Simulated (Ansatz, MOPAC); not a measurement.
Diatomic SnTe, closed-shell singlet (the spin of the measured ground state). No spin–orbit coupling.

Seven points along R, fitted to fifth degree in 1/R; most abundant isotopes. In def2 and cc sets the state is the lowest found near the PBE0 minimum, followed along R. The singlet is held restricted. HF and MP2 rows in def2 and cc sets belong to the determinant that coupled cluster picked by its CCSD energy.

Correlated levels freeze the inner cores; with def2 sets outer-core shells near the valence are correlated too. CBS: X⁻³ extrapolation of the correlation energy, Hartree–Fock from the larger set. The state that AM1 reach isn't checked.

Programs: Ansatz (Gaussian orbitals); MOPAC for AM1 (differences of heats of formation).  In def2 rows elements past Kr take small-core potentials, without spin–orbit coupling.

D_e counts from each atom's lowest state at the same level, without counterpoise or zero-point energy.

| level | r_e (Å) | ω_e (cm⁻¹) | ω_e x_e (cm⁻¹) | D_e (eV) | dipole (D) |
|---|---|---|---|---|---|
| AM1 | 2.467 | 182 | 1.3 | - | - |
| SVWN5/def2-TZVPP | 2.514 | 261 | 0.40 | 5.15 | 2.14 |
| B97M-V/def2-TZVPP | 2.541 | 257 | 0.40 | 4.18 | 2.44 |
| B2PLYP/def2-TZVPP | 2.538 | 255 | 0.43 | 4.12 | - |
| MP2/def2-TZVPP | 2.509 | ___ | 0.36 | - | - |
| SCS-MP2/def2-QZVPP | 2.509 | 271 | 0.34 | - | - |
| CCSD/def2-TZVPP | 2.511 | 273 | 0.38 | 3.60 | - |
| CCSD(T)/CBS(def2-TZVPP, def2-QZVPP) | ___ | ___ | 0.40 | 4.34 | - |

Some entries are withheld; supply them.


- CCSD(T)/CBS(def2-TZVPP, def2-QZVPP), r_e (Å): 2.517
- CCSD(T)/CBS(def2-TZVPP, def2-QZVPP), ω_e (cm⁻¹): 265
- MP2/def2-TZVPP, ω_e (cm⁻¹): 270

Measured for the ground state: r_e 2.5228 Å [microwave values compiled in ACS Omega 2, 8373 (2017)]. D_0 3.466 ± 0.065 eV (a handbook's tabulated 298 K bond energy less 3RT/2; such tables hold older values) [Luo, bond dissociation energies, CRC Handbook]. dipole 2.19 D [compilation of Liu, Meijer and Pérez-Ríos].

Ansatz is a quantum-chemistry and plane-wave program.
